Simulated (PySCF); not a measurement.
Si(CCH)2(F)(H) (C4H3FSi), SMILES C#C[SiH](F)C#C.

The structure is a stationary point at ωB97X-D3(BJ)/def2-SVP. This is a generated structure with no PubChem entry under its InChIKey; it may be hypothetical.

Two levels are set side by side: TDA-PBE/def2-SVPD (PySCF) and TDA-M06-2X/def2-SVPD (PySCF). Vertical, same geometry. The lowest singlet is HOMO→LUMO 75 %, HOMO−1→LUMO 23 % with PBE and HOMO→LUMO 36 %, HOMO−1→LUMO 17 %, HOMO−1→LUMO+1 12 %, HOMO−2→LUMO+5 11 % with the other functional; states are paired by order. Differences are taken from unrounded values.

| quantity | TDA-PBE |
|---|---|
| lowest singlet excitation (eV) | 5.24 |
| lowest triplet excitation (TDA) (eV) | 4.61 |
| first bright state (f over 0.05) (eV) | 6.24 |
| its oscillator strength | 0.07 |

Q: These are the TDA-PBE values. What does TDA-M06-2X give? (The exact figures need the calculation; the answer reports its results.)

A: 
| quantity | TDA-M06-2X | TDA-PBE minus TDA-M06-2X |
|---|---|---|
| lowest singlet excitation (eV) | 5.44 | -0.20 |
| lowest triplet excitation (TDA) (eV) | 4.99 | -0.38 |
| first bright state (f over 0.05) (eV) | 8.07 | -1.82 |
| its oscillator strength | 0.15 | -0.08 |

A lower first singlet is the usual sign of a functional without exact exchange. Differences between two approximate levels are no errors against the true value.

Rough cost on one machine, each run with all the roots and properties that it gave: TDA-M06-2X against TDA-PBE about 10 times.
